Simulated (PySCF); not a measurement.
# UHF on W (tungsten, neutral)

Configuration: [Xe] 4f14 5d6, high-spin 5D determinant (an excited configuration). Computed with PySCF 2.14 in aug-cc-pVQZ-PP with ECP60MDF (7s7p6d4f3g2h, 135 functions), with a scalar-relativistic core potential.

```
Total energy                                                  : -66.524464 hartree
One-electron energy                                           : -114.3048 hartree
Hartree (Coulomb) energy                                      : 54.8797 hartree
Exchange energy                                               : -7.0994 hartree
⟨S²⟩                                                          : 6.0797
⟨L²⟩                                                          : 6.344
Sum of ⟨r⟩                                                    : 23.83 bohr
Sum of ⟨r²⟩                                                   : 54.90 bohr²
Traceless quadrupole moment −½Σ⟨3z² − r²⟩ along its main axis : 4.97 e·bohr²
Time after the integrals                                      : roughly 13 core-seconds
```

| shell | electrons | mean orbital energy (hartree) | spread (hartree) | rms radius, mean of both spins (bohr) |
| --- | --- | --- | --- | --- |
| 5s α | 1 | -3.33831 | 0 | 1.17 |
| 5s β | 1 | -3.20246 | 0 | 1.17 |
| 5p α | 3 | -1.90465 | 0.03399 | 1.37 |
| 5p β | 3 | -1.69010 | 0.01268 | 1.37 |
| 5d α | 5 | -0.26166 | 0.03789 | 2.61 |
| 5d β | 1 | -0.11075 | 0 | 2.61 |

Energies and moments cover only the electrons outside the core potential. Spin-orbit coupling, absent here, splits the open shell strongly. ⟨S²⟩ = 6.08 against 6.00 shows spin contamination.
